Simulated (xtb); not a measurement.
HCl3Ge, charge +1, doublet, at a GFN2-xTB geometry of the parent state (a state made from the parent by changing its charge; the spin is typed, not shown lowest); GFN0-xTB (xtb).

Here is a job for xtb.
```
$ xtb mol.xyz --gfn 0 --chrg 1 --uhf 1 --json

# file mol.xyz
5

Ge     0.18961606     0.14465705     0.11687467
Cl    -0.81013033     2.36575078    -0.06066118
Cl     2.01410151    -1.47877166     0.11574629
Cl    -1.55983724    -1.16332174    -0.38022513
H     -0.01799083     0.06879887     1.78739072
```

It wrote (shortened):

```
   ID    Z sym.   atoms
    1   32 Ge     1
    2   17 Cl     2-4
    3    1 H      5

           -------------------------------------------------
          |                Calculation Setup                |
           -------------------------------------------------

           -------------------------------------------------
          |                 G F N 0 - x T B                 |
           -------------------------------------------------

          ...................................................
          :                      SETUP                      :
          :.................................................:
          :  # basis functions                  42          :
          :  # atomic orbitals                  38          :
          :  # shells                           14          :
          :  # electrons                        25          :
          :  electronic temp.          300.0000000     K    :
          :  accuracy                    1.0000000          :
          :  -> integral cutoff          0.2500000E+02      :
          :  -> integral neglect         0.1000000E-07      :
          ...................................................

         :::::::::::::::::::::::::::::::::::::::::::::::::::::
         ::                     SUMMARY                     ::
         :::::::::::::::::::::::::::::::::::::::::::::::::::::
         :: total energy             -13.667148657720 Eh    ::
         :: gradient norm              0.082826783661 Eh/a0 ::
         :: HOMO-LUMO gap              2.672335877067 eV    ::
         ::.................................................::
         :: H0 energy                -14.994601753945 Eh    ::
         :: repulsion energy           0.004418151231 Eh    ::
         :: electrostat energy         1.324477601175 Eh    ::
         :: -> Gsolv                   0.000000000000 Eh    ::
         ::    -> Gsasa                0.000000000000 Eh    ::
         ::    -> Gshift               0.000000000000 Eh    ::
         :: dispersion energy         -0.001442656181 Eh    ::
         :: short-range corr.          0.000000000000 Eh    ::
         :: add. restraining           0.000000000000 Eh    ::
         :: total charge               1.000000000000 e     ::
         :::::::::::::::::::::::::::::::::::::::::::::::::::::

           -------------------------------------------------
          |                Property Printout                |
           -------------------------------------------------

    * Orbital Energies and Occupations

         #    Occupation            Energy/Eh            Energy/eV
      -------------------------------------------------------------
         1        2.0000           -0.9699612             -26.3940
         2        2.0000           -0.9695785             -26.3836
         3        2.0000           -0.9694736             -26.3807
         4        2.0000           -0.6167732             -16.7833
         5        2.0000           -0.4895710             -13.3219
         6        2.0000           -0.4869775             -13.2513
         7        2.0000           -0.4769749             -12.9791
         8        2.0000           -0.4654639             -12.6659
         9        2.0000           -0.4614153             -12.5557
        10        1.9996           -0.4586113             -12.4794
        11        1.9832           -0.4550090             -12.3814
        12        1.6783           -0.4518494             -12.2954
        13        1.3388           -0.4505054             -12.2589 (HOMO)
        14                         -0.3522989              -9.5865 (LUMO)
        15                         -0.1997229              -5.4347
        16                         -0.1654830              -4.5030
        17                         -0.1225059              -3.3336
        18                         -0.0920803              -2.5056
        19                         -0.0696614              -1.8956
        20                         -0.0689876              -1.8772
        21                         -0.0685376              -1.8650
        22                         -0.0665897              -1.8120
        23                         -0.0665635              -1.8113
        24                         -0.0665264              -1.8103
       ...                                ...                  ...
        38                          1.1330343              30.8314
      -------------------------------------------------------------
                  HL-Gap            0.0982065 Eh            2.6723 eV
             Fermi-level            0.0000000 Eh            0.0000 eV

     #   Z          covCN         q      C6AA      α(0)
     1  32 Ge       3.102     0.721   207.748    27.588
     2  17 Cl       0.737     0.054    95.521    14.938
     3  17 Cl       0.737     0.054    95.521    14.938
     4  17 Cl       0.804     0.035    96.186    14.991
     5   1 H        0.824     0.136     1.511     1.929

 Mol. C6AA /au·bohr⁶  :       2006.525061
 Mol. C8AA /au·bohr⁸  :     109252.960456
 Mol. α(0) /au        :         74.383462

Wiberg/Mayer (AO) data.
largest (>0.10) Wiberg bond orders for each atom

 ---------------------------------------------------------------------------
     #   Z sym  total        # sym  WBO       # sym  WBO       # sym  WBO
 ---------------------------------------------------------------------------
     1  32 Ge   3.510 --     4 Cl   1.000     2 Cl   0.895     3 Cl   0.895
                             5 H    0.719
     2  17 Cl   1.290 --     1 Ge   0.895     3 Cl   0.169     4 Cl   0.148
     3  17 Cl   1.290 --     1 Ge   0.895     2 Cl   0.169     4 Cl   0.148
     4  17 Cl   1.347 --     1 Ge   1.000     2 Cl   0.148     3 Cl   0.148
     5   1 H    0.925 --     1 Ge   0.719
 ---------------------------------------------------------------------------

Topologies differ in total number of bonds
Writing topology from bond orders to xtbtopo.mol

 dipole moment from electron density (au)
     X       Y       Z
   0.3858   0.2613  -0.4820  total (Debye):    1.704

           -------------------------------------------------
          | TOTAL ENERGY              -13.667148657720 Eh   |
          | GRADIENT NORM               0.082826783661 Eh/α |
          | HOMO-LUMO GAP               2.672335877067 eV   |
           -------------------------------------------------

normal termination of xtb
```
